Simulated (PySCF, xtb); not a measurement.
InHF2, SMILES [F][InH][F].

Harmonic wavenumbers (cm⁻¹) from GFN2-xTB run with xtb at its own minimum, in rising order: 97, 281, 318, 351, 388, 1655.

Task: What does PySCF with PBE-D3(BJ)/def2-TZVP give at its own minimum? (Estimate from the structure and the level; the computed values follow.)

Result: 144, 370, 384, 575, 576, 1859. Paired by order, the mean absolute difference is 136 cm⁻¹ and the zero-point energies are 4.4 and 5.6 kcal/mol.
